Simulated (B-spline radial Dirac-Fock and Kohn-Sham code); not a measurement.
# X-ray form factors of gold in several charge states

Model: configuration-average Dirac-Fock orbitals. Program: a B-spline atomic structure program.

Configurations: Au [Xe] 4f14 5d10 6s1; Au⁺ [Xe] 4f14 5d10; Au²⁺ [Xe] 4f14 5d9; Au³⁺ [Xe] 4f14 5d8. The first column is f₀ of Au, the others are differences from it.

| s (Å⁻¹) | Au | Δ Au⁺ | Δ Au²⁺ | Δ Au³⁺ |
| --- | --- | --- | --- | --- |
| 0 | 79.000 | -1.000 | -2.000 | -3.000 |
| 0.1 | 75.135 | -0.369 | -1.023 | -1.738 |
| 0.2 | 67.296 | +0.107 | -0.044 | -0.277 |
| 0.3 | 59.394 | +0.078 | +0.128 | +0.152 |
| 0.4 | 52.579 | -0.004 | +0.057 | +0.129 |
| 0.5 | 46.927 | -0.030 | +0.001 | +0.047 |
| 0.7 | 38.151 | -0.007 | -0.012 | -0.015 |
| 0.9 | 31.385 | +0.008 | +0.001 | -0.009 |
| 1.1 | 25.996 | +0.005 | +0.003 | -0.001 |
| 1.4 | 20.285 | -0.001 | 0.000 | +0.001 |

Values without a named source are computed, but for edge energies of neutral atoms, which are taken from tables.
